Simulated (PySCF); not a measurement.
**Polarisability and C₆ of Co⁺ (cobalt, charge +1)**

[Ar] 3d7 4s1, high-spin 5F determinant (an excited configuration). All numbers are calculated (PySCF 2.14, the non-relativistic Hamiltonian (point nucleus), in aug-cc-pVTZ with one added diffuse shell each of s, p, d, f, g type (9s8p6d4f3g, 118 functions)). Coupled (time-dependent) response in atomic units; α is the mean over directions.

| method | mean α (bohr³) | C₆ (like pair) | S(−4) |
| --- | --- | --- | --- |
| UHF | 33.06 | 165.3 | 1050 |
| PBE | 23.25 | 111.6 | 434.2 |

S(−4) is the Cauchy moment in α(ω) = α(0) + S(−4) ω² + …

α(iu) at UHF:

```tsv
u (hartree)	α(iu) (bohr³)
0	33.06
0.0500	30.65
0.100	25.30
0.200	15.60
0.300	10.23
0.500	5.687
0.750	3.598
1.00	2.630
1.50	1.697
2.00	1.230
3.00	0.7539
5.00	0.3756
```

For an ion, C₆ is the dispersion term alone; charge-induced terms of lower order in 1/R come first.
